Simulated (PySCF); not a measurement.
Computed shifts of a molecule CH5BFNO, PBE/pcSseg-1 in PySCF, GIAO, gas phase, atoms alike by connectivity averaged where their shifts nearly agree, in ppm (number of nuclei): ¹⁹F: -167.8 (1). ¹⁵N: 63.3 (1). ¹³C: 33.4 (1). ¹H: 3.02 (1), 2.86 (3), 1.96 (1). References: ¹¹B against BF3 (σ = 83.9 ppm); ¹⁹F against CFCl3 (σ = 133.6 ppm); ¹⁵N against NH3 (σ = 267.0 ppm); ¹³C against TMS (σ = 182.0 ppm); ¹H against TMS (σ = 31.49 ppm); ¹⁷O against H2O (σ = 334.3 ppm), references at their B3LYP-D3(BJ)/def2-TZVP geometries, non-relativistic. Geometry: r2SCAN-D4/def2-SVP. Other conformers were not sampled.

Q: Identify the compound among the candidates.
(A) NB(O)CF
(B) COB(N)F
(C) CNB(O)F

A: C, CNB(O)F
